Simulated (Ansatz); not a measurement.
Basis-set series for `C=C([SiH3])[TeH]`. Total charge 0; spin multiplicity 1. Te: def2 effective core potential. The structure was optimised at the PBE0-D4/def2-TZVP level.

| functional | basis | functions | energy (Eh) | HOMO (eV) | LUMO (eV) |
| --- | --- | --- | --- | --- | --- |
| PBE0-D4 | def2-TZVPP | 238 | -637.13033 | -6.22 | -0.94 |
| PBE0-D4 | def2-QZVPP | 446 | -637.14666 | -6.23 | -0.98 |
| ωB97M-V | def2-TZVPP | 238 | -637.23694 | -8.28 | 0.92 |
| ωB97M-V | def2-QZVPP | 446 | -637.25249 | -8.30 | 0.81 |

(1) Give the rows for def2-SVP. (Estimate.)

Results:

(1) Ansatz gave: 
```csv
functional,basis,functions,energy (Eh),HOMO (eV),LUMO (eV)
PBE0-D4,def2-SVP,102,-636.92907,-6.11,-0.78
ωB97M-V,def2-SVP,102,-637.02872,-8.15,1.21
```

Positive LUMOs are unbound and depend on the basis.
